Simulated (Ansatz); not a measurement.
Z-matrix (Å, degrees):
```
C
C 1 1.520
H 1 1.091 2 112.1
H 1 1.091 2 112.1 3 -120.6
H 1 1.094 2 110.3 3 119.7
In 2 2.141 1 113.7 3 60.2
H 2 1.092 1 112.2 3 -59.8
H 2 1.092 1 112.1 3 -179.9
Cl 6 2.319 2 130.9 1 179.9
F 6 1.952 2 120.2 1 -0.1
```

Total charge 0; spin multiplicity 1. In: def2 effective core potential.

**Question.** List the CAM-B3LYP/def2-TZVPP orbital energies in eV (the Gaussian-basis code of Ansatz). (An estimate is asked.)

**Answer.** Ansatz gave: Occupied: -2763.92, -671.66, -279.83, -279.23, -258.67, -197.70, -197.59, -197.57, -130.00, -86.76, -86.48, -86.41, -32.07, -24.64, -24.05, -23.60, -23.56, -23.47, -23.03, -22.70, -19.40, -14.74, -14.38, -13.42, -12.85, -12.04, -11.90, -11.81, -11.46, -10.39, -10.36, -9.66. Lowest empty: -0.69, -0.52, 1.02, 1.43, 2.18, 2.72, 3.44, 3.53.
